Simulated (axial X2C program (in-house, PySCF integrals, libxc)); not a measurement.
How long does MoN⁺ take?

A bond scan computed with an in-house relativistic program for diatomic molecules. Basis: Mo dyall-cv3z [11s12p9d5f3g], N dyall-av3z [7s7p3d2f] (cores contracted in-house).

The run was started with this input:
```json
{"zs": [42, 7], "q": 1, "bas": ["dyall-cv3z", "dyall-av3z"], "levels": ["PBE0", "HF", "PBEsol"], "cc": true, "r0": 1.81, "thr": -1.0, "nmax": 90, "npts": 10, "nst": 2, "ntry": 6}
```
```bash
python so2c.py task.json out
```

Keys: zs atomic numbers; q charge; bas basis sets; levels methods; cc coupled cluster on or off; r0 starting distance in Å; thr threshold in hartree for freezing inner shells (an s shell follows its p shell); nmax most natural virtual spinors; npts points on the curve; nst determinants followed; ntry starts of the search. HF also brings MP2.

Hardware: 1 thread of Intel(R) Xeon(R) 6975P-C (Granite Rapids), with other jobs on the host.

Wall time of one point of each curve, integrals apart:

```json
{"Hamiltonian": "spin-free", "level": "PBE0", "points": "7", "seconds a point": "0.79"}
{"Hamiltonian": "spin-free", "level": "HF", "points": "7", "seconds a point": "0.49"}
{"Hamiltonian": "spin-free", "level": "CCSD(T) (10 electrons, 90 virtuals)", "points": "7", "seconds a point": "7.5"}
{"Hamiltonian": "spin-free", "level": "PBEsol", "points": "7", "seconds a point": "0.58"}
{"Hamiltonian": "2c", "level": "PBE0", "points": "7", "seconds a point": "1"}
{"Hamiltonian": "2c", "level": "HF", "points": "7", "seconds a point": "0.76"}
{"Hamiltonian": "2c", "level": "CCSD(T) (10 electrons, 90 virtuals)", "points": "7", "seconds a point": "7.7"}
{"Hamiltonian": "2c", "level": "PBEsol", "points": "7", "seconds a point": "0.62"}
```

The rest:

Search with its distance optimisation 44 s, atoms 20 s, whole task 210 s. Coupled cluster runs on the points near the minimum only. The program drops outer points, and coupled cluster, when its time limit (not in the input) nears; MP2, further determinants and curves that did not converge are not in the table.
